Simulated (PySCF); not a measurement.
Cl₃Sb, charge -1, doublet, at a GFN2-xTB geometry (a state made from the parent by changing its charge; the spin is typed, not shown lowest) (all electrons, no relativity); R2SCAN/3-21G run with PySCF.

Input for PySCF:
```python
from pyscf import gto, scf, dft

mol = gto.Mole()
mol.atom = '''
    Sb   -0.00854345   -0.39662549    0.03006418
    Cl   -2.64892774   -0.33781226    0.04450074
    Cl    0.04268112    1.98144961   -0.15019373
    Cl    2.63187698   -0.45376087    0.01550045
'''
mol.basis = '3-21g'
mol.charge = -1
mol.spin = 1
mol.verbose = 4
mol.build()

mf = dft.UKS(mol)
mf.xc = 'r2scan'
mf.kernel()
```

### Question
What does PySCF print? Leave out banner, timings and long lists.

### Answer

```
PySCF version 2.14.0

[INPUT] verbose = 4
[INPUT] num. atoms = 4
[INPUT] num. electrons = 103
[INPUT] charge = -1
[INPUT] spin (= nelec alpha-beta = 2S) = 1
[INPUT] symmetry False subgroup None
[INPUT] Mole.unit = angstrom
[INPUT] Symbol           X                Y                Z      unit          X                Y                Z       unit  Magmom
[INPUT]  1 Sb    -0.008543450000  -0.396625490000   0.030064180000 AA   -0.016144780659  -0.749513550121   0.056813066360 Bohr   0.0
[INPUT]  2 Cl    -2.648927740000  -0.337812260000   0.044500740000 AA   -5.005747952363  -0.638372652920   0.084094210940 Bohr   0.0
[INPUT]  3 Cl     0.042681120000   1.981449610000  -0.150193730000 AA    0.080655627490   3.744397092526  -0.283825015327 Bohr   0.0
[INPUT]  4 Cl     2.631876980000  -0.453760870000   0.015500450000 AA    4.973526685747  -0.857483770344   0.029291605308 Bohr   0.0

nuclear repulsion = 654.672911731465
number of shells = 34
number of NR pGTOs = 162
number of NR cGTOs = 70
basis = 3-21g
ecp = {}

******** <class 'pyscf.dft.uks.UKS'> ********
method = UKS
initial guess = minao
damping factor = 0
level_shift factor = 0
DIIS = <class 'pyscf.scf.diis.CDIIS'>
diis_start_cycle = 1
diis_space = 8
diis_damp = 0
SCF conv_tol = 1e-09
SCF conv_tol_grad = None
SCF max_cycles = 50
direct_scf = True
direct_scf_tol = 1e-13
number electrons alpha = 52  beta = 51
XC library pyscf.dft.libxc version 7.1.2
    S. Lehtola, C. Steigemann, M. J. T. Oliveira, and M. A. L. Marques,  SoftwareX 7, 1–5 (2018)
XC functionals = r2scan
    J. W. Furness, A. D. Kaplan, J. Ning, J. P. Perdew, and J. Sun,  J. Phys. Chem. Lett. 11, 8208–8215 (2020)
    J. W. Furness, A. D. Kaplan, J. Ning, J. P. Perdew, and J. Sun,  J. Phys. Chem. Lett. 11, 9248–9248 (2020)
    J. W. Furness, A. D. Kaplan, J. Ning, J. P. Perdew, and J. Sun,  J. Phys. Chem. Lett. 11, 8208–8215 (2020)
    J. W. Furness, A. D. Kaplan, J. Ning, J. P. Perdew, and J. Sun,  J. Phys. Chem. Lett. 11, 9248–9248 (2020)
radial grids:
    Treutler-Ahlrichs [JCP 102, 346 (1995); DOI:10.1063/1.469408] (M4) radial grids

becke partition: Becke, JCP 88, 2547 (1988); DOI:10.1063/1.454033
pruning grids: <function nwchem_prune>
grids dens level: 3
symmetrized grids: False
atomic radii adjust function: <function treutler_atomic_radii_adjust>
small_rho_cutoff = 0
Set gradient conv threshold to 3.16228e-05
tot grids = 78600
init E= -7646.94302179864

cycle= 1 E= -7662.06347750831  delta_E= -15.1  |g|= 0.335  |ddm|= 1.73
cycle= 2 E= -7661.87658595815  delta_E= 0.187  |g|= 0.583  |ddm|=  1.4
cycle= 3 E= -7662.13718670483  delta_E= -0.261  |g|= 0.059  |ddm|= 1.06
cycle= 4 E= -7662.14059866275  delta_E= -0.00341  |g|= 0.0204  |ddm|= 0.181
cycle= 5 E= -7662.14078037942  delta_E= -0.000182  |g|= 0.0107  |ddm|= 0.0472
cycle= 6 E= -7662.14088152287  delta_E= -0.000101  |g|= 0.001  |ddm|= 0.0242
cycle= 7 E= -7662.14088253147  delta_E= -1.01e-06  |g|= 0.000171  |ddm|= 0.00274
cycle= 8 E= -7662.14088256372  delta_E= -3.22e-08  |g|= 1.76e-05  |ddm|= 0.000537
cycle= 9 E= -7662.14088256424  delta_E= -5.2e-10  |g|= 7.65e-06  |ddm|= 9.84e-05
Extra cycle  E= -7662.1408825642  delta_E= 3.82e-11  |g|= 1.15e-05  |ddm|= 4.81e-05
converged SCF energy = -7662.1408825642  <S^2> = 0.75242984  2S+1 = 2.0024284
```
